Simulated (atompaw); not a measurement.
Ce: one change to a PAW (atompaw) potential, before and after

Ce (Z = 58), PAW, made with atompaw 4.2.0.5 (PBE, scalar-relativistic). Core [Kr] 4d10, reference 4f1 5s2 5p6 5d1 6s1.5 6p0 (charge +0.5). Waves: 5s (bound): rc 2.10 bohr; 6s (bound): rc 2.75 bohr; 5p (bound): rc 2.35 bohr; 6p (bound, empty): rc 2.50 bohr; 5d (bound): rc 2.75 bohr; 5d channel at 0.5 Ry: rc 2.75 bohr; 4f (bound): rc 0.95 bohr; 4f channel at 3.35 Ry: rc 0.95 bohr. Local part: ultrasoft scheme with l = 4 at -0.5 Ry, radius 2.25 bohr. Core correction: smooth core density matched at 1.50 bohr. Augmentation charge: sinc compensation charge, radius 2.00 bohr; PAW radius 2.75 bohr; waves and projectors: custom rrkj vanderbiltortho.

All-electron outer shells of the reference configuration (PBE, scalar-relativistic, ld1.x):

| shell | level (eV) | outermost node (bohr) | outermost maximum (bohr) |
| --- | --- | --- | --- |
| 4p | -213.88 | 0.33 | 0.62 |
| 4d | -113.31 | 0.31 | 0.66 |
| 5s | -43.41 | 0.75 | 1.37 |
| 5p | -26.04 | 0.81 | 1.55 |
| 4f | -8.20 | – | 0.71 |
| 6s | -6.05 | 1.81 | 3.63 |
| 5d | -5.70 | 0.92 | 2.15 |
| 6p | -3.33 | 2.14 | 4.60 |

Change: local potential troulliermartins scheme with l = 4 at -0.5 Ry, radius 2.25 bohr.

Cutoffs: the cutoffs (Ry, on a coarse ladder) from which the occupation-weighted sum of valence levels, in a spherical-Bessel basis at the reference potential, stays within 10 and 1 mRy of its value at 400 Ry; they do not see the model core or the augmentation charge, which bear on the density cutoff.

**Question.** What does the change do?

**Answer.** The potential gets neither clearly harder nor softer (140 Ry and 230 Ry → 140 Ry and 230 Ry); a bound ghost appears in s, which as a rule spoils a file; the range in which the s phases agree widens (upper end 2.7 → at the end of the scan). A state that the projectors do not describe sees the local part alone, so a deeper or shallower local part can create or remove a ghost.

| quantity | base | changed |
| --- | --- | --- |
| cutoff, loose | 140 Ry | 140 Ry |
| cutoff, tight | 230 Ry | 230 Ry |
| loose cutoff by channel (10 mRy a level) | s 10 Ry, p 10 Ry, d 10 Ry, f 140 Ry | s 8 Ry, p 10 Ry, d 10 Ry, f 140 Ry |
| bound ghosts | none | s |
| s: phases at 2.76 bohr within 0.05 rad from the reference energy up to (Ry; the scan ends near 5) | 2.7 | to the end of the scan |
| p: phases at 2.76 bohr within 0.05 rad from the reference energy up to (Ry; the scan ends near 5) | to the end of the scan | to the end of the scan |
| d: phases at 2.76 bohr within 0.05 rad from the reference energy up to (Ry; the scan ends near 5) | 3.0 | 3.0 |
| f: phases at 2.76 bohr within 0.05 rad from the reference energy up to (Ry; the scan ends near 5) | to the end of the scan | to the end of the scan |
| lowest overlap eigenvalue by channel | s 0.11, p 0.07, d 0.92, f 0.99 | s 0.10, p 0.11, d 0.72, f 0.93 |

 A true bound ghost makes a file unfit for plane-wave use even where its test errors are small: the radial tests pick states by their node count and pass the ghost by. The cutoffs see the waves, projectors and local potential, not the compensation charge or the core.
